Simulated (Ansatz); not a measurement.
This triplet is an excited state, 1.88 eV above the relaxed singlet at the level composite: frozen-core CCSD(T) with HF/cc-pV5Z and the correlation energy extrapolated as X^-3 from cc-pVQZ and cc-pV5Z, plus full CI minus CCSD(T) in cc-pVDZ // B3LYP-D3(BJ)/def2-TZVP (Ansatz, a quantum-chemistry and plane-wave program).

Species: HAl, SMILES `[AlH]` (excited triplet) (charge 0, multiplicity 3).

Question: Give a relaxed geometry from Ansatz with B3LYP-D3(BJ)/def2-TZVP.

Answer: the end point of this relaxation (outside a Z-matrix the atoms follow the SMILES, hydrogens last).
Cartesian coordinates (Å) in one orientation:
```xyz
2

Al     0.803     0.000     0.000
H     -0.803     0.000     0.000
```
